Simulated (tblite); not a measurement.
A tight-binding relaxation on `O(C)[C@H]1C[O+]([BH3-])C[C@H]1C`.

Computed with GFN2-xTB geometry optimisation, gas phase (tblite 0.8.0). Start geometry: from a force field or distance geometry. The input is one job of a driver script: a line of settings, then coordinates in Å.

Command:
```bash
OMP_NUM_THREADS=1 python probes_run.py task.json out
```

Input:
```
{"job": {"kind": "relax", "xc": "GFN2-xTB", "basis": "xTB"}, "charge": 0, "multiplicity": 1}
B      2.619000    -0.921500     0.940900
O      1.361900    -0.076400     1.006600
C      1.341900     0.878000    -0.017600
C     -0.124000     1.317600    -0.147900
C     -0.475400     1.823700    -1.535500
C     -0.905500     0.070900     0.313700
O     -1.609100    -0.524600    -0.760900
C     -2.671000    -1.301300    -0.257800
C      0.203400    -0.868600     0.832500
H      2.702700    -1.484900    -0.103100
H      2.599600    -1.731800     1.814600
H      3.567500    -0.232100     1.099200
H      1.678000     0.472600    -0.992000
H      1.968700     1.757200     0.244000
H     -0.308600     2.142900     0.589900
H      0.131400     2.726300    -1.763000
H     -0.272700     1.055800    -2.312500
H     -1.548900     2.102600    -1.583100
H     -1.573300     0.380200     1.161900
H     -2.316700    -2.075300     0.463600
H     -3.453600    -0.654500     0.214500
H     -3.154800    -1.831900    -1.111500
H     -0.106700    -1.300700     1.815700
H      0.334600    -1.704500     0.095500
```

Output:
```
step      E/eV     max force
  0    -812.27871    1.925
  1    -812.46401    1.187
  2    -812.54872    0.504
  3    -812.57316    0.268
  4    -812.59136    0.241
  5    -812.60043    0.178
  6    -812.60590    0.158
  7    -812.60959    0.153
  8    -812.61310    0.157
  9    -812.61605    0.144
... (84 lines left out)
 94    -812.65338    0.011
 95    -812.65342    0.011
 96    -812.65345    0.011
 97    -812.65347    0.011
 98    -812.65350    0.010
 99    -812.65354    0.015
100    -812.65358    0.016
101    -812.65362    0.013
102    -812.65365    0.011
103    -812.65368    0.010
```

«max force» is the largest atomic force in eV/Å.

**Question.** From which step on does the largest force stay under 0.1 eV/Å, and how much energy is left to gain from there?

**Answer.** From step 17 (0.091 eV/Å), 24.8 meV above the end.

Main results: energy lowered by 8.6 kcal/mol over 103 steps; largest atomic force 0.010 eV/Å at the end.

**Question.** Give the final coordinates.

**Answer.** 0.186 Å rms from the input after alignment:
```
atom  x, y, z in Å
B1     2.6982   -0.9952    1.0395
O2     1.3518   -0.0652    0.9487
C3     1.3237    0.8342   -0.1487
C4    -0.1099    1.3717   -0.1535
C5    -0.5431    1.9057   -1.5101
C6    -0.9302    0.1500    0.3357
O7    -1.6606   -0.4122   -0.7258
C8    -2.6091   -1.3679   -0.3217
C9     0.1520   -0.8157    0.8741
H10    2.7318   -1.6360    0.0332
H11    2.5258   -1.6474    2.0158
H12    3.5813   -0.2102    1.1364
H13    1.5437    0.3025   -1.0829
H14    2.0844    1.5948    0.0241
H15   -0.1963    2.1647    0.5951
H16    0.1014    2.7313   -1.8016
H17   -0.4844    1.1233   -2.2605
H18   -1.5697    2.2576   -1.4650
H19   -1.6275    0.4448    1.1354
H20   -2.1373   -2.2466    0.1312
H21   -3.3188   -0.9393    0.3962
H22   -3.1409   -1.6672   -1.2220
H23   -0.0524   -1.2129    1.8685
H24    0.2744   -1.6449    0.1655
```

The run took 0.66 s of wall time on Arm Neoverse V2, one thread, no GPU, shared host with 32 logical CPUs at a one-minute load of 25.
Labels such as C1 count atoms from 1, the log's own numbers from 0.
